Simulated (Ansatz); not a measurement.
Ansatz (a program for electronic structure) input:

Ansatz 0.2 input:
```yaml
crystal:
  periodic: [false, false, false]
  atoms:
    - {symbol: Si, position_ang: [0.00000000, -0.00000000, 0.00000000]}
    - {symbol: Br, position_ang: [-1.00575144, 1.96348762, -0.11194218]}
    - {symbol: Br, position_ang: [1.85347450, 0.05260901, -1.20050623]}
    - {symbol: Br, position_ang: [0.49797902, -0.45332915, 2.10377285]}
    - {symbol: Br, position_ang: [-1.34570208, -1.56276748, -0.79132444]}
basis:
  gaussian:
    orbitals: def2-TZVPD
hamiltonian:
  xc: {name: PBE0}
total_charge: -1
magnetization: {spin_polarized: true, initial_magnetization: 1}
```

### Question
Which total energy does the run end on?

### Answer
-10585.03333 Eh (PBE0/def2-TZVPD). The basis has 271 functions.

This state (charge -1, doublet) is run at the relaxed geometry of the species with charge 0 and multiplicity 1.
